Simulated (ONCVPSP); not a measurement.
# u(r) = r·R(r): atom against pseudo-atom (Rb (Z = 37))

Columns: radius, all-electron u(r) and pseudo u(r) of the 4s shell (level -37.78 eV) of rubidium in the configuration [Ar] 3d10 4s2 4p6; LDA (Perdew-Zunger), scalar-relativistic, ONCV scheme, ONCVPSP 4.0.1.

```
r (bohr)  all-electron  pseudo
   0.123        0.3063  0.0525
   0.245       -0.1697  0.1167
   0.368       -0.4829  0.2020
   0.490       -0.3511  0.3092
   0.613       -0.0159  0.4352
   0.735        0.3314  0.5674
   0.858        0.6123  0.6940
   0.980        0.8008  0.7991
   1.103        0.9068  0.8736
   1.225        0.9455  0.9110
   1.348        0.9355  0.9118
   1.470        0.8930  0.8808
   1.593        0.8302  0.8258
   1.715        0.7574  0.7564
   1.838        0.6801  0.6800
   1.960        0.6042  0.6041
   2.083        0.5311  0.5311
   2.205        0.4638  0.4638
   2.328        0.4020  0.4019
   2.450        0.3469  0.3468
   2.573        0.2976  0.2976
   2.695        0.2546  0.2546
   2.818        0.2168  0.2168
   2.940        0.1843  0.1843
   3.063        0.1560  0.1560
   3.185        0.1320  0.1320
```

Q: How many radial nodes do the two functions have?

A: The all-electron 4s function has n − l − 1 = 3 (the table is too coarse to show those close to the nucleus); the pseudo-wave has 0, since the states of the same l below it are removed with the core.

Q: At about which radius was the pseudo-wave matched?

A: 1.95 bohr, where the columns begin to agree (steps of 0.12 bohr).

Q: Is the pseudo-wave norm-conserving?

A: Yes: the ONCV scheme keeps the norm inside the radius equal to the all-electron one, which fixes the energy derivative of the logarithmic derivative at the level.
